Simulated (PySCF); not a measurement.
**Static response to an electric field**

Species: 4,4'-bipyridine, C₁₀H₈N₂.
Structure used (PBE0-D3(BJ)/def2-SVP), in Å, numbered top down from 1:
```xyz
20
C10H8N2 angstrom
C     -3.0011    0.9092   -0.2026
C     -1.6263    1.1318   -0.1759
C     -0.7585    0.0349   -0.1123
C      0.7090    0.2104   -0.0780
C      1.3391    1.2439   -0.7816
C      2.7252    1.3633   -0.7132
N      3.5034    0.5477   -0.0070
C      2.9080   -0.4350    0.6631
C      1.5313   -0.6482    0.6611
C     -1.3441   -1.2362   -0.0815
C     -2.7325   -1.3454   -0.1159
N     -3.5538   -0.3006   -0.1742
H     -3.6900    1.7609   -0.2416
H     -1.2376    2.1523   -0.1782
H      0.7605    1.9352   -1.3978
H      3.2309    2.1636   -1.2660
H      3.5611   -1.0962    1.2445
H      1.1036   -1.4611    1.2515
H     -0.7259   -2.1360   -0.0564
H     -3.2021   -2.3358   -0.1003
```

Level: wB97X-D/def2-SVPD (PySCF), static field, nuclei fixed, core orbitals frozen in the response. The polarisability tensor in these axes (au):

```
x   175.63   6.67   4.25
y     6.67 124.44 -16.83
z     4.25 -16.83  81.79
```

Q: What are the eigenvalues, a third of the trace, and Δα (Δα² = ½Σ(αi − αj)² over the three pairs)?

A: Principal values 75.56, 129.77 and 176.54 au; mean 127.29 au = 18.86 Å³ = 20.99 × 10⁻⁴⁰ C²·m²/J; Δα = 87.52 au (69 % of the mean).

Q: What is the dipole moment?

A: 0.01 D; point group D2 allows none, and the residue is numerical.

Q: Find the Langevin capture rate constant for NO+ (29.998 u) meeting this molecule (156.069 u), k = 2.342 × 10⁻⁹ cm³/s × √(α in Å³ / reduced mass in u).

A: The reduced mass is 25.16 u, so k = 2.03 × 10⁻⁹ cm³/s.

Q: What molar refraction does this α imply?

A: Lorentz–Lorenz: R = (4π/3)N_A α = 2.5225 cm³/(mol·Å³) × 18.86 Å³ = 47.6 cm³/mol, in the limit of long wavelengths.

Q: Form Σ f/ω² (atomic units) for the 10 lowest TDDFT singlets, given as eV and f, and set it beside the mean polarisability, which is this sum over all singlets: 4.78, 0.0064; 4.83, 0.0029; 5.26, 0.0070; 5.30, 0.0646; 5.34, 0.0000; 5.35, 0.0000; 5.48, 0.3552; 6.49, 0.0000; 6.54, 0.0237; 6.73, 0.9745.

A: They add up to 27.29 au, 21.4 % of the 127.29 au; the largest single term is 15.94 au, from the state at 6.73 eV. Terms in order: 0.21, 0.09, 0.19, 1.70, 0.00, 0.00, 8.75, 0.00, 0.41, 15.94 au. Higher excitations give the rest. The strengths listed sum to 1.434.

Isolated species at its PBE0-D3(BJ)/def2-SVP geometry (one conformer only).
